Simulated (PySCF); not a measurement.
thionyl fluoride (F2OS), SMILES O=S(F)F.

Geometry: B3LYP-D3(BJ)/def2-TZVP.

Two levels are set side by side: PBE/def2-TZVPD (PySCF) and HF/def2-TZVPD (PySCF). Same geometry, gas phase. Differences are taken from unrounded values.

| quantity | PBE |
|---|---|
| orbital gap (eV) | 5.81 |
| highest occupied level (eV) | -8.31 |
| lowest empty level (eV) | -2.50 |
| dipole moment (D) | 1.48 |
| mean polarisability (bohr³) | 28.2 |

Question: These are the PBE values. What does HF give? (An estimate is asked for; the answer gives what the named calculation found.)

Answer: 
```
quantity                         HF  PBE minus HF
---------------------------  ------  ------------
orbital gap (eV)              15.09         -9.28
highest occupied level (eV)  -13.67          5.37
lowest empty level (eV)        1.42         -3.92
dipole moment (D)              2.06         -0.58
mean polarisability (bohr³)    24.3           4.0
```

PBE's occupied levels lie high since its potential decays too fast outside the molecule; exact exchange lowers them and widens the gap. Loosely held outer electrons make PBE densities more polarisable. Differences between two approximate levels are no errors against the true value.

Rough cost on one machine, each run with all the roots and properties that it gave: HF against PBE about 1/2.
